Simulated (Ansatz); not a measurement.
CH8OSiSn, SMILES `O[SiH2][CH2][SnH3]`: the same geometry under several functionals.

```yaml
crystal:
  periodic: [false, false, false]
  atoms:
    - {symbol: O, position_ang: [-2.186247, 0.510909, -0.109260]}
    - {symbol: Si, position_ang: [-0.898795, 0.997369, 0.800507]}
    - {symbol: C, position_ang: [0.411888, -0.317527, 0.896238]}
    - {symbol: Sn, position_ang: [1.171736, -0.875962, -1.034230]}
    - {symbol: H, position_ang: [-2.024247, 0.330367, -1.036885]}
    - {symbol: H, position_ang: [-0.278207, 2.229352, 0.230822]}
    - {symbol: H, position_ang: [-1.473709, 1.306679, 2.132828]}
    - {symbol: H, position_ang: [1.261035, 0.032973, 1.490181]}
    - {symbol: H, position_ang: [0.016036, -1.218027, 1.372531]}
    - {symbol: H, position_ang: [-0.041156, -0.594464, -2.215118]}
    - {symbol: H, position_ang: [2.533598, 0.074440, -1.425637]}
    - {symbol: H, position_ang: [1.585070, -2.531109, -1.068078]}
basis:
  gaussian: {orbitals: def2-TZVPP}
hamiltonian: {xc: {name: wB97M-V}}
output: {forces: true, orbitals: {seedname: orbitals}}
```

```sh
$ ansatz run in.yaml --threads 4 --pin off --events-out ev --progress --plain --max-ram 10444MiB
```

Shortened log:

```
Functional definition: wB97M-V
1526 factors; their error is unknown
370 factors; integrals over basis functions are off by at most 1.1e-5 eV
mean field evaluation 1: about -16916.0202 eV, gradient 5.9e1 eV
mean field evaluation 2: about -16916.0332 eV, gradient 6.0e1 eV
mean field evaluation 4: about -16922.4502 eV, gradient 2.7e0 eV
mean field evaluation 8: about -16922.5143 eV, gradient 3.8e-2 eV
mean field -16922.51432240 eV, -621.8909308561 hartree, gradient 6.5e-5 eV, S^2 0.000000; 0 other end points of the search recorded, 0 dependent functions left out
reference -16922.51438927 eV, -621.8909333133 hartree; 29, 29 occupied and 237, 237 virtual orbitals, 1526 factors
Total energy: -16922.51438927 eV, -621.8909333133 hartree
Atom 0 at    -2.186247     0.510909    -0.109260 Å, force    -0.036435    -0.041062    -0.104284 eV/Å
Atom 1 at    -0.898795     0.997369     0.800507 Å, force     0.096402     0.168777     0.192114 eV/Å
Atom 2 at     0.411888    -0.317527     0.896238 Å, force     0.036304    -0.038250    -0.015837 eV/Å
Atom 3 at     1.171736    -0.875962    -1.034230 Å, force     0.022097    -0.017716    -0.050060 eV/Å
Atom 4 at    -2.024247     0.330367    -1.036885 Å, force    -0.031943     0.001129     0.022639 eV/Å
Atom 5 at    -0.278207     2.229352     0.230822 Å, force    -0.059656    -0.129800     0.049964 eV/Å
Atom 6 at    -1.473709     1.306679     2.132828 Å, force     0.066627    -0.032855    -0.151780 eV/Å
Atom 7 at     1.261035     0.032973     1.490181 Å, force    -0.069268    -0.026840    -0.030204 eV/Å
Atom 8 at     0.016036    -1.218027     1.372531 Å, force     0.026158     0.073896    -0.020237 eV/Å
Atom 9 at    -0.041156    -0.594464    -2.215118 Å, force     0.066724    -0.011710     0.073116 eV/Å
Atom 10 at     2.533598     0.074440    -1.425637 Å, force    -0.089321    -0.061271     0.028066 eV/Å
Atom 11 at     1.585070    -2.531109    -1.068078 Å, force    -0.027688     0.115702     0.006502 eV/Å
Dipole moment:     0.269400    -0.140566    -0.068612 e Å
```

It took 8 s on 4 threads of an Intel Xeon Platinum 8488C on a shared host, with 1.1 GiB of host memory at the peak.

The same input with `hamiltonian: {xc: {name: B3LYP}, dispersion: d4}` (abridged; 3.9 s):

```
Functional definition: B3LYP
mean field evaluation 16: about -16928.8546 eV, gradient 2.9e-4 eV
mean field -16928.85456946 eV, -622.1239306379 hartree, gradient 6.1e-5 eV, S^2 0.000000
Total energy: -16929.29363614 eV, -622.1400660408 hartree
Atom 0 force    -0.054721    -0.036676    -0.083616 eV/Å
Atom 1 force     0.034900     0.217740     0.193134 eV/Å
Atom 2 force    -0.025206     0.003263     0.252677 eV/Å
Atom 3 force     0.088985    -0.077767    -0.163785 eV/Å
Atom 4 force    -0.054963    -0.017522    -0.040943 eV/Å
Atom 5 force    -0.038023    -0.074833     0.038169 eV/Å
Atom 6 force     0.035613    -0.014125    -0.079890 eV/Å
Atom 7 force    -0.054215    -0.039754    -0.030068 eV/Å
Atom 8 force     0.040432     0.056457    -0.022405 eV/Å
Atom 9 force    -0.040131     0.010040    -0.038180 eV/Å
Atom 10 force     0.049023     0.032692    -0.018203 eV/Å
Atom 11 force     0.018306    -0.059517    -0.006891 eV/Å
Dipole moment:     0.264045    -0.132139    -0.054784 e Å
```

B3LYP takes the VWN-RPA correlation (the form of Gaussian; ORCA's B3LYP/G).
